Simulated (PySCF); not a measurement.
Saddle point of ZnH3ClO, singlet (ZnHClO ([OH][Zn][Cl]) + H₂ → ZnHCl ([Cl][ZnH]) + H₂O (still joined by a long Zn–O bond); bonds formed: Zn1–H5, O2–H4; bonds broken: H4–H5; bonds weakened to dative contacts: Zn1–O2), PBE0-D4/def2-TZVP structure:

Zn1  (-0.502, 0.271, -0.588)
O2  (0.096, -0.538, 1.065)
Cl3  (-1.901, 0.395, -2.157)
H4  (0.939, 0.309, 0.558)
H5  (1.093, 1.033, -0.103)
H6  (0.275, -1.470, 1.223)
(Å)

Energies are electronic, without zero-point energy. Barriers and step energies count from the start structure reached by relaxing down the imaginary mode; all methods use the PBE0-D4 structures, on which another method's saddle can fall below an end. PySCF 2.14 with density fitting (its default auxiliary sets; JK sets also for MP2 and CCSD(T)); basis: def2-TZVPP, with def2-QZVPP for the basis limit; cores frozen in the correlated methods. The 3s and 3p shells of Cu and Zn are frozen; filled d shells are correlated. B3LYP uses VWN-RPA correlation. Extrapolation: Hartree–Fock as exp(−7.88 √X), correlation as X^−2.97.

```
   method  barrier (kJ/mol)  step energy (kJ/mol)
    SPW92              55.1                 -55.1
   PBE-D4              83.4                 -37.5
r2SCAN-D4                 ?                 -40.0
  PBE0-D4              86.8                 -45.6
 B3LYP-D4                 ?                 -38.6
 BHLYP-D4             102.6                 -46.9
  wB97M-V              97.6                 -45.5
       HF             123.1                 -49.2
      MP2                 ?                 -30.1
     CCSD             105.4                 -40.2
  CCSD(T)             101.4                 -37.6
```

(1) Fill in the withheld barriers. (Judge from chemistry; the value comes from the calculation.)

T1 diagnostic: at most 0.016.

## Answers

(1) By the calculation: r2SCAN-D4 88.6; B3LYP-D4 98.2; MP2 105.5 kJ/mol. Each is the energy of the saddle less that of the start structure, by the same method.

For comparison, the barrier by CCSD(T) at an estimated basis limit (MP2 extrapolated from triple and quadruple zeta, plus CCSD(T) − MP2 in triple zeta) is 103.8 kJ/mol.

Labels in which every atom is bracketed show which atoms are joined, not bond orders.

For scale, one of the runs: CCSD(T)/def2-TZVPP, 179 basis functions, launched by `OMP_NUM_THREADS=4 python run.py`. Time: 5.5 min of wall clock on 4 CPU threads of an Arm Neoverse V1; the host was shared. Peak host memory: 1.9 GiB.
